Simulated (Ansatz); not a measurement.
Coupled-cluster diagnostics for K3Na⁺, Ansatz.

Geometry of the doublet (PBE0/def2-TZVP):

Cartesian coordinates in Å:
```
Na -0.2403 -0.2010 -1.2233
K 0.6029 0.1870 2.3916
K 3.2526 2.0663 -0.8046
K -3.6151 -2.0523 -0.3638
```

Correlated methods freeze 16 core orbitals; core or outer-core shells of Na, K are correlated, in sets that lack core-valence functions. The structure comes from a short search, and lower isomers may exist.

Geometry of the charge 1 quartet (PBE0/def2-TZVP):

Cartesian coordinates in Å:
```
Na 0.0538 -2.4201 -0.4582
K -0.0806 2.6638 0.5222
K 2.0847 -0.6808 3.1385
K -2.0578 0.4371 -3.2024
```

(1) Estimate the CCSD(T) correlation energy, the shares of MP2 and (T), T1 and the reference's ⟨S²⟩ for: charge 1, doublet, own geometry in def2-TZVPP; charge 1, quartet, own geometry in def2-TZVPP; and the rough time on 2 threads of Arm Neoverse V2 on a shared host.

Results:

(1) 
```tsv
state	basis	correlation (eV)	MP2 share (%)	(T) share (%)	T1	⟨S²⟩ (pure)	wall time	remarks
charge 1, doublet, own geometry	def2-TZVPP	-19.391	91.4	1.5	0.038	1.08 (0.75)	1.8 min	spin-contaminated
charge 1, quartet, own geometry	def2-TZVPP	-18.796	92.5	1.3	0.015	3.75 (3.75)	89 s	–
```
Customary marks for T1 are 0.02 (closed shells), 0.045 (open shells) and about 0.05 (3d metals). T1 exceeds 0.02 in 1 of 2 rows and 0.045 in 0; the higher it lies, the less the single-reference result can be trusted.
